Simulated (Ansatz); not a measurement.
Basis-set extrapolation for C3H7NOSi (`C#COC(N)[SiH3]`) (PBE0-D4/def2-TZVP geometry, frozen core, Ansatz). Multiplicity 1, RHF reference.

```tsv
	def2-TZVPP	def2-QZVPP
HF	-535.927932	-535.947941
MP2 correlation	-1.043255	-1.117029
CCSD(T) correlation	-1.131656	not run
```

Energies in hartree. Use E(X) = E(∞) + A·exp(−7.88·√X) for Hartree–Fock and E(X) = E(∞) + B·X^(−2.97) for correlation, with X = 3 and 4, and add CCSD(T) minus MP2 of the smaller set to the MP2 limit.

Task: What is the CCSD(T) energy at the basis-set limit?

Result: HF limit: -535.947941 + (-0.020009) × 0.13774 = -535.95070. MP2 limit: -1.117029 + (-0.073774) × 0.74074 = -1.17168. Higher-order term: -1.131656 − (-1.043255) = -0.08840. Total: -537.21078 hartree, 397.0 kJ/mol below CCSD(T)/def2-TZVPP.
